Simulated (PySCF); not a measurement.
Isomers of C3H8O3S, one conformer each; single-point electronic energies without zero-point terms and without any empirical dispersion term.

Level: wB97X-D/pcSseg-2 in PySCF, non-relativistic, each on one gas-phase PBE0-D3(BJ)/def2-TZVP geometry that isn't relaxed in the solvent. The solvent is an IEF-PCM continuum (Bondi radii, 1.10 Å for H, scaled by 1.2). Only the electrostatic response of the medium enters.

| isomer | relative energy, gas (kcal/mol) | dipole (D) |
| --- | --- | --- |
| `CC(C)S(O)(=O)=O` | 0.0 | 4.04 |
| `CCCS(=O)(=O)O` | 2.0 | 3.93 |

Question: How do the relative energies look in chloroform (ε = 4.711)?

Answer: 
| isomer | relative energy, solvent (kcal/mol) | E(solvent) − E(gas) (kcal/mol) | dipole in solvent (D) |
| --- | --- | --- | --- |
| `CC(C)S(O)(=O)=O` | 0.0 | -7.5 | 4.88 |
| `CCCS(=O)(=O)O` | 1.8 | -7.7 | 4.79 |

The order is unchanged. Conformers: `[CH3:1][CH:2]([CH3:3])[S:4](=[O:5])(=[O:6])[OH:7]` with C1–C2–S4–O5 -171°, C2–S4–O7–H -109°; `[CH3:1][CH2:2][CH2:3][S:4](=[O:5])(=[O:6])[OH:7]` with C1–C2–C3–S4 73°, C2–C3–S4–O5 -72°, C3–S4–O7–H -106°. `CCCS(=O)(=O)O` gains most from the continuum, while `CC(C)S(O)(=O)=O` has the largest gas-phase dipole. The gains span 0.2 kcal/mol, the gas-phase energies 2.0 kcal/mol.
